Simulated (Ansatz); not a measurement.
One change: `C#[C][Ti]([F])([F])[Cl]` becomes `C[S][Ti]([F])([F])[Cl]`.

Ansatz, PBE0-D4/def2-TZVP geometries, multiplicity 1. Each molecule was computed in one conformer, which needn't be the lowest.

Scalar relativity is left out up to krypton.

```json
{"property": "zero-point energy (PBE0-D4/def2-TZVP) / kJ/mol", "`C#[C][Ti]([F])([F])[Cl]`": "64.7"}
{"property": "LUMO energy (B3LYP/def2-TZVPP) / eV", "`C#[C][Ti]([F])([F])[Cl]`": "-3.78"}
{"property": "LUMO energy (PBE/def2-TZVPP) / eV", "`C#[C][Ti]([F])([F])[Cl]`": "-4.34"}
{"property": "HOMO–LUMO gap (PBE0/def2-TZVPP) / eV", "`C#[C][Ti]([F])([F])[Cl]`": "5.34"}
{"property": "HOMO energy (PBE/def2-TZVPP) / eV", "`C#[C][Ti]([F])([F])[Cl]`": "-7.66"}
{"property": "ideal-gas entropy at 298 K and 1 bar (rigid rotor, harmonic PBE0-D4/def2-TZVP) / J/(mol·K)", "`C#[C][Ti]([F])([F])[Cl]`": "375"}
```

(1) Give the same properties after the change, and the shifts. (Estimate.)

Answers

(1) Computed: 
```
                                                                                  property  `C[S][Ti]([F])([F])[Cl]`  shift
                                            zero-point energy (PBE0-D4/def2-TZVP) / kJ/mol                     118.7   54.0
                                                       LUMO energy (B3LYP/def2-TZVPP) / eV                     -3.32   0.46
                                                         LUMO energy (PBE/def2-TZVPP) / eV                     -3.98   0.36
                                                      HOMO–LUMO gap (PBE0/def2-TZVPP) / eV                      4.79  -0.55
                                                         HOMO energy (PBE/def2-TZVPP) / eV                     -6.67   0.99
ideal-gas entropy at 298 K and 1 bar (rigid rotor, harmonic PBE0-D4/def2-TZVP) / J/(mol·K)                       409     34
```

With PBE0 the HOMO rises by 1.01 eV and the LUMO rises by 0.47 eV, so the gap narrows by about 0.54 eV. PBE moves the HOMO by 0.99 eV and ωB97M-V by 1.09 eV. The zero-point energy changes by 54.0 kJ/mol with +6 modes. Modes under 60 cm⁻¹, often nearly free rotors, make the harmonic entropy too high.

B3LYP here is the variant with VWN-RPA as its local correlation; programs differ in this.
